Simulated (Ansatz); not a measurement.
Input and output for `C[Si](C)(N)O`.

```yaml
crystal:
  periodic: [false, false, false]
  atoms:
    - {symbol: C, position_ang: [-1.239344, 0.440640, -1.102751]}
    - {symbol: Si, position_ang: [0.268814, 0.142982, -0.047140]}
    - {symbol: C, position_ang: [0.147996, -1.456319, 0.904176]}
    - {symbol: N, position_ang: [0.401584, 1.428386, 1.076854]}
    - {symbol: O, position_ang: [1.620051, 0.109598, -1.013143]}
    - {symbol: H, position_ang: [-2.148794, 0.444308, -0.497362]}
    - {symbol: H, position_ang: [-1.170358, 1.402494, -1.618401]}
    - {symbol: H, position_ang: [-1.347834, -0.333399, -1.867758]}
    - {symbol: H, position_ang: [0.102859, -2.316616, 0.230400]}
    - {symbol: H, position_ang: [-0.745873, -1.474117, 1.532098]}
    - {symbol: H, position_ang: [1.019908, -1.592330, 1.550007]}
    - {symbol: H, position_ang: [1.076809, 1.363902, 1.822368]}
    - {symbol: H, position_ang: [0.337158, 2.379123, 0.748373]}
    - {symbol: H, position_ang: [1.664225, -0.568052, -1.688821]}
basis:
  gaussian: {orbitals: def2-SVP, nuclear_model: gaussian}
hamiltonian: {xc: {name: revPBE}}
accuracy: high
scf: {lower_state_search: light}
```

```sh
$ ansatz run in.yaml --threads 4 --pin off --events-out ev --progress --plain --max-ram 10444MiB
```

It prints (some lines left out):

```
Functional definition: revPBE
2860 factors; integrals over basis functions are off by at most 1.2e-8 eV
mean field evaluation 1: about -13606.7853 eV, gradient 9.9e1 eV
mean field evaluation 2: about -13575.0869 eV, gradient 1.5e2 eV
mean field evaluation 4: about -13627.4353 eV, gradient 1.0e1 eV
mean field evaluation 8: about -13627.6625 eV, gradient 7.5e-1 eV
mean field evaluation 16: about -13627.6635 eV, gradient 3.0e-5 eV
mean field -13627.66352217 eV, -500.8073972776 hartree, gradient 3.4e-8 eV, S^2 0.000000; 0 other end points of the search recorded, 0 dependent functions left out
reference -13627.66352699 eV, -500.8073974547 hartree; 25, 25 occupied and 94, 94 virtual orbitals, 2860 factors
Total energy: -13627.66352699 eV, -500.8073974547 hartree
```

Run time 1.3 s (4 threads of an AMD EPYC 9R45 on a shared host); peak host memory 0.42 GiB.
